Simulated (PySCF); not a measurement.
# Pd⁺ (palladium, charge +1) across methods

[Kr] 4d8 5p1, one real determinant (an excited configuration). Computed with PySCF 2.14 in x2c-QZVPPall with one added diffuse shell each of s, p, d, f, g type (14s9p8d5f3g, 143 functions), with scalar relativity by spin-free X2C-1e.

```tsv
method	E (hartree)	mean ε 4d α (eV)	mean ε 4d β (eV)	mean ε 5p α (eV)	Σ⟨r²⟩ (bohr²)	⟨S²⟩
LDA	-5039.35	-20.170	-18.793	-8.618	44.54	3.750
UHF	-5042.30606	-27.293	-25.468	-10.264	45.94	3.754
PBE0	-5044.39	-22.049	-20.603	-9.078	44.82	3.751
r2SCAN	-5044.73	-20.400	-19.003	-8.629	44.55	3.752
```

Question: Estimate the same row for PBE.

Answer: E (hartree) = -5044.32; mean ε 4d α (eV) = -20.011; mean ε 4d β (eV) = -18.671; mean ε 5p α (eV) = -8.516; Σ⟨r²⟩ (bohr²) = 44.78; ⟨S²⟩ = 3.751.

⟨L²⟩ = 14.01 against 20 for a pure G term, so this real determinant mixes terms.
